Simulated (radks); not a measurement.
Values are calculated unless marked as measured or tabulated.
Ho4.25+, configuration [Kr] 4d10 4f(up 5, down 5) 5s2 5p(up 2.75, down 2) (fractional occupations, a model configuration). Code: a radial shooting solver on a logarithmic mesh with Libxc functionals. Model: scalar-relativistic Kohn-Sham, SCAN, spin-polarised, spherical densities, finite nucleus; meta-GGA in the generalised Kohn-Sham scheme; Fermi nuclear charge, rms radius 5.2022 fm.

Normalised radial functions P(r) = r R(r), r in bohr:

```
   r/bohr * 5s up, o 4f down (the largest magnitude, 1.15, reaches the edge; | marks zero, & curves that meet)
 0.003417                             o  *
 0.003914                             o  *
 0.004521                             o  *
 0.005179                             o  *
 0.005934                             o   *
 0.006798                             o   *
 0.007851                             o   *
 0.008995                             o   *
  0.01031                             o   *
  0.01181                             o   *
  0.01363                             o  *
  0.01562                             o  *
   0.0179                             o *
   0.0205                             o *
  0.02368                             &
  0.02713                            *o
  0.03108                           * o
   0.0359                          *  o
  0.04113                        *    o
  0.04712                       *     o
  0.05398                       *     o
  0.06234                       *     |o
  0.07142                        *    |o
  0.08183                         *   |o
  0.09375                            *| o
   0.1083                             | *o
    0.124                             |   o*
   0.1421                             |     o *
   0.1641                             |       o*
    0.188                             |        *o
   0.2154                             |     *      o
   0.2468                             | *             o
    0.285                         *   |                  o
   0.3266                    *        |                     o
   0.3741                *            |                       o
   0.4286                *            |                         o
    0.495                   *         |                          o
   0.5672                         *   |                          o
   0.6498                             |  *                      o
   0.7444                             |           *           o
   0.8597                             |                   *o
    0.985                             |                 o     *
    1.128                             |              o         *
    1.303                             |           o          *
    1.493                             |         o         *
    1.711                             |      o       *
     1.96                             |    o    *
    2.263                             |  o  *
    2.593                             | o*
    2.971                             |&
    3.404                             |&
    3.931                             &
    4.504                             &
```

5s up: eigenvalue -100.72 eV, 4 radial nodes at r = 0.0251, 0.0994, 0.259, 0.614 bohr, <r> = 1.23 bohr, 90 % of the charge inside 1.77 bohr. 4f down: eigenvalue -54.739 eV, 0 radial nodes, <r> = 0.766 bohr, 90 % of the charge inside 1.30 bohr.
